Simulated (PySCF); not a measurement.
**Rotational lines of GeH⁺**

Lines J+1 ← J of the vibrational ground state, computed from RHF-CCSD(T) constants of GeH⁺, ¹Σ⁺ (singlet), closed shell (Ge pcseg-2, H pcseg-2; no relativity (PySCF 2.14); masses 73.9212 and 1.0078 u), in MHz:

| J | ν (MHz) |
| --- | --- |
| 2 | 1213404 |
| 3 | 1616865 |
| 4 | 2019462 |
| 5 | 2420980 |
| 6 | 2821203 |

**Question.** Find B0 and the effective bond length r0; with αe = 0.164 cm⁻¹, find Re.

**Answer.** ν = 2B0(J+1) − 4D(J+1)³ gives B0 = 6.7512 cm⁻¹. With the reduced mass μred = 0.99427 u, r0 = √(16.8576/(μred·B0)) (u, cm⁻¹, Å) = 1.5847 Å. Be = B0 + αe/2 = 6.8332 cm⁻¹ gives Re = 1.575 Å.

Correlated steps freeze 9 core orbitals. For an ion De counts to the pair picked by the measured ionisation energies or electron affinities, which need not be the lowest pair at this level. Where the molecule has an RHF reference, its open-shell atoms are computed with UHF.
